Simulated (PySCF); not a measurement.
Species: C7H10BN.
Z-matrix (Å and degrees, PBE0-D3(BJ)/def2-SVP geometry), rows numbered from 1:
```
C 
C   1  1.3343
C   2  1.4746  1  137.62
C   3  1.3673  2   93.35  1  -179.79
C   4  1.4782  3  134.47  2   179.92
C   4  1.4863  3   91.97  2    -0.11
C   6  1.3457  2  134.80  1    -0.51
B   7  1.5497  6  125.28  2  -179.42
N   8  1.3977  7  120.73  6   178.44
H   1  1.0926  2  121.44  3    -0.09
H   1  1.0927  2  120.73  3   179.90
H   3  1.0923  2  133.43  1     0.29
H   5  1.1016  4  110.67  3   121.80
H   5  1.0990  4  111.35  3     0.54
H   5  1.1017  4  110.66  3  -120.68
H   7  1.0998  6  115.06  2     0.21
H   8  1.2122  7  121.98  6    -1.50
H   9  1.0103  8  123.24  7  -179.99
H   9  1.0123  8  123.11  7     0.08
```

Theory: PBE0-D3(BJ)/def2-SVP geometry optimisation, gas phase in PySCF 2.14.0.

Take the most abundant isotopes and a rigid rotor. The values belong to one conformer with, in the numbering `[CH2:1]=[C:2]1[CH:3]=[C:4]([CH3:5])/[C:6]1=[CH:7]\[BH:8][NH2:9]`, C6–C7–B8–N9 178°.

(1) Give the principal moments of inertia and the rotational constants in MHz.

(2) What kind of rotor is it?

(3) What does the inertial defect say?

(4) Give the other two planar moments, Paa and Pbb, and the rms extents of the mass along the axes.

(5) Give the coordinates in the principal-axis frame, origin at the centre of mass.

(6) List the rotational levels J(Ka,Kc) to J = 2 (MHz).

(7) Which lines would a microwave search look for?

Results:

(1) Ia = 211.66, Ib = 466.10, Ic = 674.60 u·Å²; 505379 MHz·u·Å²/I gives A = 2388, B = 1084, C = 749.2 MHz.

(2) An asymmetric top. Ray's parameter κ = (2B − A − C)/(A − C) = -0.591; −1 is the prolate and +1 the oblate limit.

(3) Not planar: Δ = Ic − Ia − Ib = -3.16 u·Å². For a rigid frame Δ = −2 Σ m c², so Σ m c² = 1.58 u·Å² lies off the ab plane: 1.57 from hydrogen and 0.01 from heavier atoms. The atom farthest from that plane is 0.89 Å away.

(4) Paa = Σ m a² = (Ib + Ic − Ia)/2 = 464.52 and Pbb = Σ m b² = (Ia + Ic − Ib)/2 = 210.08 u·Å². With the mass M = 119.09 u, the rms extents √(P/M) along a, b and c are 1.97, 1.33, 0.12 Å.

(5) The sense of each axis is arbitrary; atoms in the order of the calculation.
| atom | mass (u) | a (Å) | b (Å) | c (Å) |
| --- | --- | --- | --- | --- |
| C1 | 12.000 | -2.152 | -2.047 | 0.000 |
| C2 | 12.000 | -1.645 | -0.813 | 0.002 |
| C3 | 12.000 | -2.150 | 0.573 | 0.012 |
| C4 | 12.000 | -0.895 | 1.115 | 0.001 |
| C5 | 12.000 | -0.363 | 2.494 | -0.002 |
| C6 | 12.000 | -0.259 | -0.228 | -0.008 |
| C7 | 12.000 | 0.986 | -0.739 | -0.014 |
| B8 | 11.009 | 2.294 | 0.091 | -0.011 |
| N9 | 14.003 | 3.541 | -0.541 | 0.015 |
| H10 | 1.008 | -3.231 | -2.220 | 0.008 |
| H11 | 1.008 | -1.496 | -2.921 | -0.010 |
| H12 | 1.008 | -3.153 | 1.006 | 0.025 |
| H13 | 1.008 | 0.292 | 2.660 | 0.868 |
| H14 | 1.008 | -1.174 | 3.236 | 0.017 |
| H15 | 1.008 | 0.258 | 2.670 | -0.894 |
| H16 | 1.008 | 1.038 | -1.838 | -0.015 |
| H17 | 1.008 | 2.286 | 1.303 | -0.030 |
| H18 | 1.008 | 4.417 | -0.038 | 0.018 |
| H19 | 1.008 | 3.650 | -1.548 | 0.032 |

(6) Above 0(0,0):
J = 1: 1(0,1) 1833, 1(1,1) 3137, 1(1,0) 3472
J = 2: 2(0,2) 5444, 2(1,2) 6469, 2(1,1) 7474, 2(2,1) 11384, 2(2,0) 11441
The levels of one J sum to (2J + 1)J(J + 1)(A + B + C)/3.

(7) The dipole components are |μa| = 1.29 D, |μb| = 0.28 D, |μc| = 0.04 D. The squared components, which scale the intensities, stand as 1.00 : 0.05 : 0.00 (a : b : c). Some lines, for components of 0.1 D or more:

```json
{"type": "b", "branch": "R", "J(Ka,Kc)": "3(1,2) ← 2(2,1)", "MHz": "2054", "lower level (cm⁻¹)": "0.380"}
{"type": "b", "branch": "Q", "J(Ka,Kc)": "3(2,2) ← 3(1,3)", "MHz": "5451", "lower level (cm⁻¹)": "0.381"}
{"type": "a", "branch": "R", "J(Ka,Kc)": "3(1,2) ← 2(1,1)", "MHz": "5964", "lower level (cm⁻¹)": "0.249"}
{"type": "b", "branch": "Q", "J(Ka,Kc)": "5(3,2) ← 5(2,3)", "MHz": "6361", "lower level (cm⁻¹)": "1.161"}
{"type": "a", "branch": "R", "J(Ka,Kc)": "4(1,4) ← 3(1,3)", "MHz": "6566", "lower level (cm⁻¹)": "0.381"}
{"type": "b", "branch": "Q", "J(Ka,Kc)": "4(3,1) ← 4(2,2)", "MHz": "6808", "lower level (cm⁻¹)": "0.832"}
{"type": "b", "branch": "R", "J(Ka,Kc)": "4(1,4) ← 3(0,3)", "MHz": "7272", "lower level (cm⁻¹)": "0.358"}
{"type": "a", "branch": "R", "J(Ka,Kc)": "4(2,3) ← 3(2,2)", "MHz": "7289", "lower level (cm⁻¹)": "0.563"}
{"type": "b", "branch": "Q", "J(Ka,Kc)": "5(3,3) ← 5(2,4)", "MHz": "7795", "lower level (cm⁻¹)": "1.108"}
{"type": "b", "branch": "R", "J(Ka,Kc)": "2(2,1) ← 1(1,0)", "MHz": "7912", "lower level (cm⁻¹)": "0.116"}
{"type": "a", "branch": "R", "J(Ka,Kc)": "5(0,5) ← 4(0,4)", "MHz": "8330", "lower level (cm⁻¹)": "0.586"}
{"type": "a", "branch": "R", "J(Ka,Kc)": "5(1,4) ← 4(1,3)", "MHz": "9691", "lower level (cm⁻¹)": "0.711"}
{"type": "b", "branch": "Q", "J(Ka,Kc)": "4(4,1) ← 4(3,2)", "MHz": "10211", "lower level (cm⁻¹)": "1.058"}
{"type": "b", "branch": "R", "J(Ka,Kc)": "4(2,3) ← 3(1,2)", "MHz": "10736", "lower level (cm⁻¹)": "0.448"}
{"type": "b", "branch": "R", "J(Ka,Kc)": "5(2,3) ← 4(1,4)", "MHz": "16812", "lower level (cm⁻¹)": "0.600"}
{"type": "b", "branch": "R", "J(Ka,Kc)": "5(3,2) ← 4(2,3)", "MHz": "16999", "lower level (cm⁻¹)": "0.806"}
{"type": "b", "branch": "R", "J(Ka,Kc)": "4(4,1) ← 3(3,0)", "MHz": "17636", "lower level (cm⁻¹)": "0.810"}
{"type": "b", "branch": "R", "J(Ka,Kc)": "5(5,0) ← 4(4,1)", "MHz": "22416", "lower level (cm⁻¹)": "1.398"}
```

Stationary, but not proved a minimum. These are rigid-rotor constants of the computed structure; measured ground-state constants (B0) also hold zero-point vibration. A rigid rotor knows nothing of internal rotation, which can split or shift real lines. Quadrupole hyperfine structure (11B, 14N) is left out.

On x86-64 server, one thread, on a shared host, this took 2.1 min wall. That covers the optimisation of the geometry.
